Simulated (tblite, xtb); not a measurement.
C₄H₄S, charge -1, doublet, geometry from GFN2-xTB (a state made from the parent by changing its charge; the spin is typed, not shown lowest). Base run: xtb with GFN1-xTB.

Geometry (Å):
```xyz
9

C      0.3786    -1.4080     0.1708
C     -0.9640    -1.0875     0.2072
C     -1.2303     0.2474    -0.1097
S      0.2779     1.1848    -0.1794
C      1.2196    -0.2930     0.1166
H      0.7726    -2.4146     0.2699
H     -1.7624    -1.8049     0.3692
H     -2.1306     0.7947     0.1310
H      2.2503    -0.2843    -0.2083
```
Charge -1, spin multiplicity 2.
All else is at xtb's defaults.
Base energy -14.41862 Eh.

Programs used: tblite, xtb; a row that names a program was run with it.

Variants of this job, named by their change:

```json
[
 {"change": "base", "ΔE vs base (kJ/mol)": "0.00", "SCF cycles": "9"},
 {"change": "program = tblite; method = gfn1; option = --spin-polarized", "ΔE vs base (kJ/mol)": "-8.16", "SCF cycles": "-"},
 {"change": "etemp = 5000", "ΔE vs base (kJ/mol)": "-11.13", "SCF cycles": "9"},
 {"change": "etemp = 3000", "ΔE vs base (kJ/mol)": "-1.22", "SCF cycles": "9"},
 {"change": "alpb = cs2", "ΔE vs base (kJ/mol)": "-157.2", "SCF cycles": "9"},
 {"change": "program = tblite; method = gfn1; option = (--guess, eeq)", "ΔE vs base (kJ/mol)": "0.00", "SCF cycles": "-"},
 {"change": "acc = 1000", "ΔE vs base (kJ/mol)": "0.00", "SCF cycles": "6"}
]
```

ALPB and GBSA are two models with their own fitted parameters for each solvent, which aren't always the measured dielectric constant.
